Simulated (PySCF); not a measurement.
Ionisation energy of Fe by level of theory

Fe [Ar] 3d6 4s2 (5D) → Fe⁺ [Ar] 3d6 4s1 (6D), as a difference of total energies. Computed with PySCF 2.14 in x2c-SVPall, with the spin-free X2C one-electron Hamiltonian (Gaussian nucleus). Correlated levels: valence: [Ar] frozen. The calculations carry no spin-orbit coupling.

```json
{"method": "UHF", "ionisation energy (eV)": "6.434"}
{"method": "TPSS", "ionisation energy (eV)": "7.710"}
{"method": "BP86", "ionisation energy (eV)": "8.069"}
{"method": "MP2 (valence)", "ionisation energy (eV)": "7.221"}
{"method": "SCS-MP2 (valence)", "ionisation energy (eV)": "7.342"}
```

Question: How much does correlation contribute at MP2 (valence)?

Answer: 7.221 − (6.434) = 0.787 eV, measured against UHF.

Errors of the correlated levels include the incompleteness of this basis and the frozen core.

MP2 underrates the near-degeneracy of ns² with np² in the lower species.

For comparison: 7.904 eV (measured; NIST levels, between the centres of gravity of the two terms).
